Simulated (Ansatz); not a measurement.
Species: InI₂ (charge 0, doublet). It need not be the lowest isomer of its formula. 
Geometry from a B3LYP-D3(BJ)/def2-TZVP (Ansatz, an electronic-structure program) optimisation:
```xyz
3

In     0.7797     0.3819     0.2539
I     -0.7476     1.6431    -1.6656
I      0.0268    -1.9962     1.4308
```
Charge 0, spin multiplicity 2.

Quantity: vertical electron affinity (to the singlet state of charge -1; a negative value means that the extra electron is unbound and the number depends on the basis; each state is the SCF solution reached for its spin; for the singlet the Hartree-Fock reference is unstable and T1 is 0.012), in eV. Correlated levels leave the core frozen unless marked. UHF or UKS for open shells. No spin-orbit coupling. The frozen core is the preceding noble-gas configuration, with the filled d and f shells of earlier blocks. Past Kr the def2 sets carry scalar-relativistic core potentials. Anions need diffuse functions: def2-D sets add few. CBS(X,Y): correlation extrapolated as X^-3; Hartree-Fock from the larger set. The bracket is a focal-point correction in the basis named.

| level | program | vertical electron affinity (eV) |
|---|---|---|
| HF/def2-SVPD | Ansatz | 2.01 |
| SVWN5/def2-TZVPD | Ansatz | 3.09 |
| PBE/def2-TZVPD | Ansatz | 2.83 |
| r2SCAN/def2-TZVPD | Ansatz | 2.84 |
| B3LYP/def2-TZVPD | Ansatz | 2.95 |
| PBE0/def2-TZVPD | Ansatz | 2.87 |
| BHLYP/def2-TZVPD | Ansatz | 2.84 |
| CAM-B3LYP/def2-TZVPD | Ansatz | 3.00 |
| wB97X-V/def2-TZVPD | Ansatz | 2.94 |
| wB97X/def2-TZVPD | Ansatz | 3.02 |
| SCS-MP2/def2-SVPD | Ansatz | 2.60 |
| CCSD(T)/def2-SVPD | Ansatz | 2.64 |
| CCSD(T)/def2-TZVPPD | Ansatz | 2.71 |
| RI-MP2/CBS(def2-TZVPPD,def2-QZVPPD)+[CCSD(T)-MP2]/def2-SVPD | Ansatz | 2.83 |
